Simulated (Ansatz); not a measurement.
Isomers of CH₆OSiZn, relaxed with PBE0-D4/def2-TZVP in Ansatz; electronic energies, one conformer each and not always the lowest. Functionals use def2-TZVPP; CBS adds triple-zeta CCSD(T) − MP2 to the MP2 limit of def2-TZVPP and def2-QZVPP.

Outer-core shells of Zn are correlated without core-valence functions. Scalar relativity is left out up to krypton.

Order them by energy at frozen-core CCSD(T)/CBS, lowest first. (Estimate.)
A. `C[SiH2][O][ZnH]`
B. `[SiH3]O[CH2][ZnH]`
C. `[SiH3]C[O][ZnH]`

A (0.0 kcal/mol), B (51.9 kcal/mol), C (57.6 kcal/mol).

How do PBE-D4, HF/CBS(def2), PBE0-D4, B2PLYP place them (kcal/mol, against `C[SiH2][O][ZnH]`)? (An estimate is asked.)

Computed: 
```
             isomer  PBE-D4  HF/CBS(def2)  PBE0-D4  B2PLYP
  `[SiH3]C[O][ZnH]`    51.2          61.6     54.2    57.5
`[SiH3]O[CH2][ZnH]`    47.6          53.2     49.3    50.9
```
